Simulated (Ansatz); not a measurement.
One change: `[F][AlH][SiH2]Cl` becomes `[SiH3][CH2][AlH][SiH2]Cl`.

Ansatz, PBE0-D4/def2-TZVP geometries, multiplicity 1. Each molecule was computed in one conformer, which needn't be the lowest.

| property | `[F][AlH][SiH2]Cl` |
| --- | --- |
| size of the dipole moment (PBE/def2-TZVPP) / D | 0.05 |
| HOMO energy (PBE0/def2-TZVPP) / eV | -7.85 |
| HOMO energy (B3LYP/def2-TZVPP) / eV | -7.66 |
| LUMO energy (B3LYP/def2-TZVPP) / eV | -2.20 |
| size of the dipole moment (B3LYP/def2-TZVPP) / D | 0.08 |
| HOMO energy (ωB97M-V/def2-TZVPP) / eV | -9.85 |

Task: Give the same properties after the change, and the shifts. (An estimate is asked.)

Result: Ansatz gave: 
```csv
property,`[SiH3][CH2][AlH][SiH2]Cl`,shift
size of the dipole moment (PBE/def2-TZVPP) / D,1.38,1.33
HOMO energy (PBE0/def2-TZVPP) / eV,-7.35,0.50
HOMO energy (B3LYP/def2-TZVPP) / eV,-7.16,0.50
LUMO energy (B3LYP/def2-TZVPP) / eV,-1.29,0.91
size of the dipole moment (B3LYP/def2-TZVPP) / D,1.57,1.49
HOMO energy (ωB97M-V/def2-TZVPP) / eV,-9.35,0.50
```

With PBE0 the HOMO rises by 0.50 eV and the LUMO rises by 0.91 eV, so the gap widens by about 0.41 eV. PBE moves the HOMO by 0.40 eV and ωB97M-V by 0.50 eV. Dipoles are sizes alone; their direction can turn.

B3LYP here is the variant with VWN-RPA as its local correlation; programs differ in this.
